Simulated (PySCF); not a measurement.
Electronic structure of In²⁺ (indium, charge +2) at the M06-2X level

Configuration: [Kr] 4d10 5s1, 2S determinant. All numbers are calculated (PySCF 2.14, scalar relativity by spin-free X2C-1e, in x2c-SVPall (6s5p3d, 36 functions)).

| Property | Result |
| --- | --- |
| Total energy | -5879.89 hartree |
| One-electron energy | -8058.04 hartree |
| Hartree (Coulomb) energy | 2339.44 hartree |
| Exchange-correlation energy | -161.29 hartree |
| ⟨S²⟩ | 0.7500 |
| ⟨L²⟩ | 0.000 |
| Sum of ⟨r⟩ | 28.33 bohr |
| Sum of ⟨r²⟩ | 32.66 bohr² |
| Langevin diamagnetic susceptibility | -25.9 ×10⁻⁶ cm³/mol |
| Time after the integrals | 0.7 s of wall time on 1 thread of Neoverse-V2 (shared host) |

```
shell  electrons  mean orbital energy (hartree)  rms radius, mean of both spins (bohr)
 1s α          1                    -1025.64794                                 0.0341
 1s β          1                    -1025.64566                                 0.0341
 2s α          1                     -155.67690                                  0.139
 2s β          1                     -155.67377                                  0.139
 2p α          3                     -140.03646                                  0.124
 2p β          3                     -140.03513                                  0.124
 3s α          1                      -30.71350                                  0.372
 3s β          1                      -30.70857                                  0.372
 3p α          3                      -25.54365                                  0.373
 3p β          3                      -25.54107                                  0.373
 3d α          5                      -17.39955                                  0.352
 3d β          5                      -17.39789                                  0.352
 4s α          1                       -5.50884                                  0.906
 4s β          1                       -5.49825                                  0.906
 4p α          3                       -3.91569                                  0.986
 4p β          3                       -3.90945                                  0.986
 4d α          5                       -1.55467                                   1.27
 4d β          5                       -1.54779                                   1.27
 5s α          1                       -0.94153                                   2.56
```

Densities and radii are taken from the X2C orbitals without a picture-change correction, which distorts them close to the nucleus.
